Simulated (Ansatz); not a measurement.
Stepwise reaction of `CC1=CC(C(F)(F)F)=[O+][Ti-]([Cl])([Cl])([Cl])[O]1` with hydrogen fluoride, as a gas-phase model of exchange steps in deposition or etching. ΔE in kJ/mol.

Program: Ansatz. Geometries: PBE0-D4/def2-TZVP. ΔE: electronic, gas phase. CBS: MP2 limit from def2 TZ/QZ plus the TZ coupled-cluster correction, frozen cores. This one scheme is used for every species. DFT in def2-TZVPP. B3LYP here is the variant with VWN-RPA as its local correlation; programs differ in this. For Ti outer-core shells are correlated without core-valence functions, which leaves a few kJ/mol of doubt a bond. Scalar relativity is left out up to krypton.

```
step                                                                                                            reaction  PBE-D4  B3LYP-D4  ωB97M-V  CCSD(T)/CBS
   1  `CC1=CC(C(F)(F)F)=[O+][Ti-]([Cl])([Cl])([Cl])[O]1` + H–F → `CC1=CC(C(F)(F)F)=[O+][Ti-]([F])([Cl])([Cl])[O]1` + HCl   -21.1     -21.5    -26.9         -9.7
   2    `CC1=CC(C(F)(F)F)=[O+][Ti-]([F])([Cl])([Cl])[O]1` + H–F → `CC1=CC(C(F)(F)F)=[O+][Ti-]([F])([F])([Cl])[O]1` + HCl   -28.5     -30.7    -36.4        -23.1
   3      `CC1=CC(C(F)(F)F)=[O+][Ti-]([F])([F])([Cl])[O]1` + H–F → `CC1=CC(C(F)(F)F)=[O+][Ti-]([F])([F])([F])[O]1` + HCl   -23.0     -23.4    -28.1        -16.2
```

(1) By hand: ΔE of the 3 steps together at CCSD(T)/CBS.

Answers

(1) (-9.7) + (-23.1) + (-16.2) = -49.0 kJ/mol, or -16.3 kJ/mol a step.

In ΔE step 2 is the lowest and step 1 the highest. All are downhill at CCSD(T)/CBS. PBE-D4 differs from CCSD(T)/CBS by -11.4 to -5.4 kJ/mol a step. Isolated molecules leave out the surface, adducts and barriers. Largest T1 diagnostic: 0.022.
